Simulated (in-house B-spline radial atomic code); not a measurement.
Configurations of Tb5+, with energies counted from [Kr] 4d10 4f7 5s2 5p5. Level of theory: scalar-relativistic (X2C) wB97X, spin-polarised, spherical fractional occupations, exact exchange averaged over the configuration, Fermi nucleus of rms radius 5.06 fm; calculated with an all-electron radial atomic-structure program (B-spline basis). Shells without spins written out take the highest spin.

Occupations are held fixed; configurations that lie above the ionisation limit could autoionise.

```
            configuration  E - E(ref) (eV)  highest orbital  its <r> (bohr)
                 [Xe] 4f6            -6.63            4f up          0.7342
[Kr] 4d10 4f6 5s2 5p5 6s1           35.522            6s up           2.562
[Kr] 4d10 4f6 5s2 5p5 6p1           43.546            6p up           2.911
 [Kr] 4d9 4f7 5s2 5p5 5f1           193.63            5f up           2.801
 [Kr] 4d9 4f7 5s2 5p5 6f1           204.64            6f up           4.975
```

(1) Order these further configurations by energy, lowest first.
A. [Kr] 4d9 4f8 5s2 5p5
B. [Kr] 4d10 4f7 5s2 5p4 6p1
C. [Kr] 4d10 4f7 5s2 5p4 6d1
D. [Kr] 4d10 4f7 5s2 5p4 5d1
E. [Kr] 4d9 4f7 5s2 5p5 6p1

(2) Is the reference the lowest configuration at this level of theory?

## Answers

(1) D (29.109 eV), B (47.513 eV), C (57.712 eV), A (146.88 eV), E (184.06 eV).

(2) No: [Xe] 4f6 lies 6.63 eV lower with this functional.
